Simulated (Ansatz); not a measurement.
C$_{2}$H$_{2}$AlFO$_{2}$, SMILES `O=[C]1O[CH](F)[AlH]1`, relaxed with RKS PBE0-D4/def2-TZVP in Ansatz from a PBE-D4/def2-SVP geometry. The force threshold is 0.005 eV/Å; the program also tests the step.

The species carries charge 0 and has multiplicity 1.

Start:

```xyz
8

O    -0.779    0.282    2.457
C    -0.511    0.148    1.300
O     0.765    0.571    0.773
C     0.857    0.205   -0.600
F     1.671   -0.928   -0.717
Al   -1.072   -0.375   -0.591
H     1.354    1.032   -1.147
H    -2.284   -0.935   -1.475
```

| step | energy (eV) | largest force (eV/Å) | largest move (Å) |
| --- | --- | --- | --- |
| 1 | -15504.5261 | 1.506 | 0.000 |
| 2 | -15504.5643 | 0.364 | 0.029 |
| 3 | -15504.5684 | 0.158 | 0.011 |
| 4 | -15504.5690 | 0.052 | 0.006 |
| 5 | -15504.5692 | 0.031 | 0.003 |
| 6 | -15504.5693 | 0.018 | 0.003 |
| 7 | -15504.5693 | 0.009 | 0.002 |
| 8 | -15504.5694 | 0.007 | 0.001 |
| 9 | -15504.5694 | 0.010 | 0.001 |
| 10 | -15504.5694 | 0.001 | 0.000 |

End:

```xyz
8

O    -0.770    0.285    2.424
C    -0.504    0.147    1.281
O     0.752    0.553    0.768
C     0.846    0.196   -0.596
F     1.686   -0.907   -0.705
Al   -1.066   -0.378   -0.582
H     1.326    1.014   -1.133
H    -2.269   -0.911   -1.457
```

It took 33 s on 4 threads of a server CPU on a shared host, with 0.51 GiB of host memory at the peak.
